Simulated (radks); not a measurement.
Task: These are the eigenvalues of the occupied orbitals of an atom or ion with whole-number occupations (Ry). All-electron calculation, Dirac Kohn-Sham, PBE, spin-unpolarised, spherical densities, finite nucleus; Fermi nuclear charge, rms radius of each element as measured or else 0.836 A^(1/3) + 0.57 fm. Program: a radial shooting solver on a logarithmic mesh with Libxc functionals.

| orbital | eigenvalue |
|---|---|
| 1s1/2 | -1172.090 |
| 2s1/2 | -159.7129 |
| 2p1/2 | -145.4548 |
| 2p3/2 | -140.4266 |
| 3s1/2 | -25.69703 |
| 3p1/2 | -20.51828 |
| 3p3/2 | -19.74669 |
| 3d3/2 | -10.65833 |
| 3d5/2 | -10.52349 |
| 4s1/2 | -4.00469 |
| 4p1/2 | -2.68743 |
| 4p3/2 | -2.59355 |
| 5s1/2 | -0.77873 |
| 5p1/2 | -0.52605 |

Which element is it, and in what charge state? The configuration may be excited. Open shells, if any, fill j = l - 1/2 first.

Result: Z = 38, strontium, charge +1: Sr+ in [Ar] 3d10 4s1 4p6 5s1 5p1. The list shows which subshells hold electrons but not how many an open one holds; the 1s level, -586.05 hartree, gives Z - s = 34.2 by -(Z - s)^2/2, which with screening and relativity narrows Z to a few neighbours, and the depths of the outer levels then fix element, charge and occupations together.
